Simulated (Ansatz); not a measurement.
Species: CH$_{3}$BI, charge 0, multiplicity 2. It need not be the lowest isomer of its formula. 
Structure (B3LYP-D3(BJ)/def2-TZVP (Ansatz, a program for electronic structure) minimum search):
```
C
H 1 1.0915
H 1 1.0940 2 109.51
H 1 1.0988 2 106.96 3 -115.52
B 1 1.5427 2 112.94 4 -117.21
I 5 2.1165 1 127.21 2 -159.61
```
Charge 0, spin multiplicity 2.

Quantity: atomisation energy (electronic, to ground-state atoms), in eV. Valence correlation only, unless marked. UHF or UKS for open shells. Spin-orbit coupling is left out. Frozen are the shells of the preceding noble gas and the d and f shells that filled before the atom's block. In def2 rows, elements after Kr have scalar-relativistic effective core potentials. STO-3G rows are all-electron and non-relativistic. The coupled-cluster limit lacks core correlation, which all-electron functionals hold. CBS marks a two-point X^-3 extrapolation of the correlation energy; Hartree-Fock from the larger set.

```json
[
 {"level": "HF/STO-3G", "program": "Ansatz", "atomisation energy (eV)": "20.45", "minus last row": "0.35"},
 {"level": "SVWN5/def2-TZVPD", "program": "Ansatz", "atomisation energy (eV)": "23.21", "minus last row": "3.11"},
 {"level": "PBE-D3(BJ)/def2-TZVPD", "program": "Ansatz + dftd3", "atomisation energy (eV)": "20.88", "minus last row": "0.78"},
 {"level": "r2SCAN/def2-TZVPD", "program": "Ansatz", "atomisation energy (eV)": "20.62", "minus last row": "0.52"},
 {"level": "r2SCAN-D4/def2-TZVPD", "program": "Ansatz + dftd4", "atomisation energy (eV)": "20.65", "minus last row": "0.55"},
 {"level": "B3LYP-D3(BJ)/def2-TZVPD", "program": "Ansatz + dftd3", "atomisation energy (eV)": "20.35", "minus last row": "0.25"},
 {"level": "BHLYP-D3(BJ)/def2-TZVPD", "program": "Ansatz + dftd3", "atomisation energy (eV)": "19.88", "minus last row": "-0.22"},
 {"level": "r2SCANh-D4/def2-TZVPD", "program": "Ansatz + dftd4", "atomisation energy (eV)": "20.55", "minus last row": "0.45"},
 {"level": "HSE06-D3(BJ)/def2-TZVPD", "program": "Ansatz + dftd3", "atomisation energy (eV)": "20.61", "minus last row": "0.51"},
 {"level": "CAM-B3LYP-D3(BJ)/def2-TZVPD", "program": "Ansatz + dftd3", "atomisation energy (eV)": "20.30", "minus last row": "0.20"},
 {"level": "CAM-B3LYP-D4/def2-TZVPD", "program": "Ansatz + dftd4", "atomisation energy (eV)": "20.29", "minus last row": "0.19"},
 {"level": "B2GP-PLYP/def2-TZVPD", "program": "Ansatz", "atomisation energy (eV)": "19.97", "minus last row": "-0.13"},
 {"level": "RPA@PBE/def2-TZVPP", "program": "Ansatz", "atomisation energy (eV)": "18.57", "minus last row": "-1.53"},
 {"level": "MP2/def2-QZVPP", "program": "Ansatz", "atomisation energy (eV)": "20.27", "minus last row": "0.17"},
 {"level": "MP2/CBS(def2-TZVPP,def2-QZVPP)", "program": "Ansatz", "atomisation energy (eV)": "20.46", "minus last row": "0.36"},
 {"level": "RI-MP2/CBS(def2-TZVPP,def2-QZVPP)", "program": "Ansatz", "atomisation energy (eV)": "20.45", "minus last row": "0.35"},
 {"level": "SCS-MP2/STO-3G", "program": "Ansatz", "atomisation energy (eV)": "21.95", "minus last row": "1.85"},
 {"level": "SCS-MP2/def2-SVP", "program": "Ansatz", "atomisation energy (eV)": "19.33", "minus last row": "-0.77"},
 {"level": "CCSD(T)/STO-3G", "program": "Ansatz", "atomisation energy (eV)": "21.85", "minus last row": "1.75"},
 {"level": "CCSD(T)/def2-QZVPP", "program": "Ansatz", "atomisation energy (eV)": "19.92", "minus last row": "-0.18"},
 {"level": "CCSD(T)/CBS(def2-TZVPP,def2-QZVPP)", "program": "Ansatz", "atomisation energy (eV)": "20.10", "minus last row": "0.00"}
]
```
